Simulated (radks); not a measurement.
Task: Species: Nb XXXII. Configuration: 1s1 2s2 2p6 3p1 (not the ground configuration). Method: scalar-relativistic Kohn-Sham, Wu-Cohen GGA, spin-polarised, spherical densities, point nucleus; open shells are filled with parallel spins first (spin-orbit coupling, left out, can overturn this in heavy ions); computed with a radial shooting solver on a logarithmic mesh with Libxc functionals. Some entries of the table are withheld. Estimate them.

orbital  occ.  eigenvalue (eV)  r(max) (bohr)  <r^2> (bohr^2)
1s up       1        -21080.54        0.02333        0.001720
1s down     0        -20880.93        0.02342        0.001739
2s up       1        -4359.301         0.1298         0.02725
2s down     1        -4342.628         0.1303         0.02736
2p up       3              (1)            (2)         0.02095
2p down     3              (3)            (4)         0.02103
3s up       0        -1757.112         0.3493             (5)
3s down     0        -1739.484         0.3496             (6)
3p up       1        -1679.605         0.3334          0.1440
3p down     0        -1663.144         0.3334          0.1441
3d up       0        -1574.496         0.2654          0.1120
3d down     0        -1563.290         0.2639          0.1112

Result: 
(1) 2p up eigenvalue (eV): -4119.712
(2) 2p up r(max) (bohr): 0.1026
(3) 2p down eigenvalue (eV): -4107.331
(4) 2p down r(max) (bohr): 0.1030
(5) 3s up <r^2> (bohr^2): 0.1536
(6) 3s down <r^2> (bohr^2): 0.1539
